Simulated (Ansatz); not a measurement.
Calculated with Ansatz (gas phase, PBE0-D4/def2-TZVP geometries, no zero-point term in ΔE). CCSD(T)/CBS is the MP2 limit (def2-TZVPP, def2-QZVPP) plus CCSD(T) − MP2 in def2-TZVPP, frozen cores. This one scheme is used for every species. DFT in def2-TZVPP. For Ge outer-core shells are correlated without core-valence functions, which leaves a few kJ/mol of doubt a bond. Scalar relativity is left out up to krypton. Each species was taken in one conformer, which may not be the lowest.

Consider the hydrogenolysis of a Ge–F bond: `[F][GeH2][S][GeH3]` + H₂ → `[GeH3][S][GeH3]` + H–F.

`[F][GeH2][S][GeH3]`:

Cartesian coordinates in Å:
```
F -1.568 -0.720 1.466
Ge 0.011 -0.009 1.676
S 1.319 -0.756 0.081
Ge 0.154 -0.003 -1.671
H -0.234 1.502 1.575
H 0.549 -0.497 3.025
H -0.455 1.359 -1.308
H -0.946 -1.008 -2.033
H 1.170 0.132 -2.811
```

H₂:

```xyz
2

H     0.042   -0.090    0.360
H    -0.042    0.090   -0.360
```

`[GeH3][S][GeH3]`:

Z-matrix (Å, degrees):
```
Ge
S 1 2.221
H 1 1.533 2 106.0
H 1 1.538 2 109.9 3 119.7
H 1 1.538 2 109.9 3 -119.7
Ge 2 2.222 1 98.4 3 179.8
H 6 1.538 2 109.9 1 59.8
H 6 1.533 2 106.0 1 179.5
H 6 1.538 2 109.9 1 -60.7
```

H–F:

Cartesian coordinates in Å:
```
F 0.136 -0.430 0.093
H -0.136 0.430 -0.093
```

```csv
level,ΔE (kJ/mol),difference from CCSD(T)/CBS
BLYP-D4,55.5,14.8
B97M-V,50.5,9.8
B2PLYP,48.6,7.9
PBE-QIDH,40.0,-0.7
BLYP,52.8,12.1
RPA@PBE/def2-TZVPP,43.1,2.4
MP2/def2-SVP,51.0,10.3
CCSD/def2-SVP,44.0,3.3
CCSD(T)/def2-SVP,46.1,5.4
HF/CBS(def2),46.0,5.3
CCSD(T)/CBS,40.7,0
```

Largest T1 diagnostic among the species: 0.012.

Leaving LDA and LC-ωPBE aside and taking each functional with its dispersion term where it has one, the values, not all of them listed here, spread over 16.4 kJ/mol, from HSE06-D4 to BLYP-D4. LDA lies −6.6 kJ/mol from PBE without D4. From PBE to PBE0 (25 % exact exchange), in def2-TZVPP and without D4, ΔE moves by −6.0 kJ/mol. At CCSD(T), def2-SVP lies +5.4 kJ/mol from the extrapolated value and def2-TZVPP +1.5 kJ/mol.

CCSD(T)/CBS has its own doubt, a few kJ/mol and more with outer-core shells, so smaller differences from it don't rank the levels.
